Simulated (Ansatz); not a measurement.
Single points on the cluster B4P5⁻.

```yaml
crystal:
  periodic: [false, false, false]
  atoms:
    - {symbol: B, position_ang: [0.589917, -1.167400, -0.836984]}
    - {symbol: B, position_ang: [0.567662, 0.038285, 1.732467]}
    - {symbol: B, position_ang: [-0.755331, -0.584781, -1.584527]}
    - {symbol: B, position_ang: [-0.837283, 0.910473, -0.975277]}
    - {symbol: P, position_ang: [-1.039480, 1.364998, 0.988041]}
    - {symbol: P, position_ang: [0.576383, -1.753457, 1.055931]}
    - {symbol: P, position_ang: [1.180372, 1.506725, 0.821981]}
    - {symbol: P, position_ang: [1.051357, 0.584587, -1.544388]}
    - {symbol: P, position_ang: [-1.333597, -0.899431, 0.342746]}
basis:
  gaussian: {orbitals: def2-TZVPD, initial_orbitals: start.molden}
total_charge: -1
hamiltonian: {xc: pbe, dispersion: d4}
scf: {omitted_lower_state_checks: [starts]}
output: {forces: true, orbitals: {seedname: orbitals}}
```

The file start.molden holds the orbitals of an earlier run on this structure, at another level or in another basis.

```sh
$ ansatz run in.yaml --threads 4 --pin off --events-out ev --progress --plain --max-ram 4787MiB
```

It prints (some lines left out):

```
Functional definition: PBE
2035 factors; their error is unknown
mean field evaluation 1: about -49126.1475 eV, gradient 1.6e1 eV
mean field evaluation 2: about -49126.3438 eV, gradient 3.1e-1 eV
mean field evaluation 4: about -49126.3046 eV, gradient 1.8e-1 eV
mean field evaluation 8: about -49126.3047 eV, gradient 1.0e-5 eV
mean field -49126.30469451 eV, -1805.3583985178 hartree, gradient 1.0e-5 eV, S^2 0.000000; 0 other end points of the search recorded, 0 dependent functions left out
reference -49126.30474181 eV, -1805.3584002561 hartree; 48, 48 occupied and 315, 315 virtual orbitals, 2035 factors
Total energy: -49127.15034257 eV, -1805.3894755111 hartree
Atom 0 at     0.589917    -1.167400    -0.836984 Å, force     0.093872    -0.010788     0.325946 eV/Å
Atom 1 at     0.567662     0.038285     1.732467 Å, force    -0.410728    -0.153612    -0.129073 eV/Å
Atom 2 at    -0.755331    -0.584781    -1.584527 Å, force     0.008253     0.023734    -0.106135 eV/Å
Atom 3 at    -0.837283     0.910473    -0.975277 Å, force     0.088521     0.142420     0.298570 eV/Å
Atom 4 at    -1.039480     1.364998     0.988041 Å, force     0.411801    -0.298297     0.063240 eV/Å
Atom 5 at     0.576383    -1.753457     1.055931 Å, force    -0.174993     0.127173    -0.060883 eV/Å
Atom 6 at     1.180372     1.506725     0.821981 Å, force    -0.327572     0.008949    -0.421736 eV/Å
Atom 7 at     1.051357     0.584587    -1.544388 Å, force    -0.231194    -0.103187     0.123971 eV/Å
Atom 8 at    -1.333597    -0.899431     0.342746 Å, force     0.542040     0.263608    -0.093900 eV/Å
Dipole moment:    -0.016868     0.015016     0.041542 e Å
Checks for a lower state left out: starts
```

It took 12 s on 4 threads of Arm Neoverse V1 on a shared host, peak host memory 0.97 GiB.

Geometry: B3LYP-D4/def2-SVPD.

The restricted singlet is unstable towards broken spin symmetry in Hartree–Fock (as tested in another run); at PBE-D4/def2-TZVPD this wasn't settled. Another isomer (singlet) lies 2.14 eV lower at PBE0-D4/def2-TZVPD; other spin states weren't run for this one.
